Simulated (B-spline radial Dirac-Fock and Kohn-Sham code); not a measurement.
**Electron momentum distribution of Rh²⁰⁺: Compton profiles**

System: the Rh²⁰⁺ ion in the configuration [Ar] 3d7.

Input file task.json (cfg lists n, l and occupation; rrms is the nuclear radius in fm):

```json
{"items": [{
  "Z": 45,
  "q": 20,
  "cfg": [[1, 0, 2], [2, 0, 2], [2, 1, 6], [3, 0, 2], [3, 1, 6], [3, 2, 7]],
  "A": 103,
  "rrms": 4.4945,
  "do": ["scatter"],
  "s": [0.0, 0.05, 0.1, 0.15, 0.2, 0.25, 0.3, 0.35, 0.4, 0.45, 0.5, 0.6, 0.7, 0.8, 0.9, 1.0, 1.1, 1.2, 1.4, 1.6, 1.8, 2.0, 2.5, 3.0, 3.5, 4.0, 5.0, 6.0],
  "pz": [0, 0.1, 0.15, 0.22, 0.32, 0.46, 0.68, 1.0, 1.5, 2.1, 3.1, 4.6, 6.8, 9.9, 15.0, 21.0, 31.0, 46.0, 67.0, 99.0, 140.0],
  "hv_scatter": [5000, 10000, 20000, 50000, 100000, 200000, 500000, 1000000]
}]}
```

Run with: `python xray_run.py task.json out`

Method: the impulse approximation on Dirac-Fock densities. Computed with a radial B-spline solver. pz is in atomic units of momentum; subshell profiles are per electron, for a selection of subshells; open shells are spread over both j values by their weights.

```tsv
pz	J total	J 2s1/2	J 2p3/2	J 3d5/2
0	1.647	0.0660	0.0341	0.0617
0.32	1.643	0.0659	0.0341	0.0617
0.46	1.639	0.0658	0.0341	0.0617
0.68	1.631	0.0655	0.0341	0.0617
1	1.613	0.0649	0.0341	0.0617
1.5	1.571	0.0634	0.0341	0.0616
2.1	1.499	0.0611	0.0341	0.0615
3.1	1.337	0.0557	0.0339	0.0603
4.6	1.041	0.0457	0.0332	0.0539
6.8	0.6570	0.0301	0.0308	0.0364
9.9	0.3538	0.0134	0.0248	0.0151
15	0.1566	0.00292	0.0136	0.00278
21	0.07025	0.00159	0.00548	0.000413
31	0.02408	0.00130	0.00110	2.72e-05
46	0.006985	0.000496	0.000128	1.14e-06
67	0.001732	0.000117	1.16e-05	< 1e-6
99	0.0003259	1.98e-05	< 1e-6	< 1e-6
140	6.625e-05	3.74e-06	< 1e-6	< 1e-6
```

J(0) = 1.647. The 3p3/2 subshell gives the largest part, 22 %.

Mean momentum ⟨p⟩ by subshell (a.u.): 1s1/2 40.5, 2s1/2 14.2, 2p1/2 19.1, 2p3/2 18.3, 3s1/2 7.05, 3p1/2 8.40, 3p3/2 8.19, 3d3/2 9.74, 3d5/2 9.66.
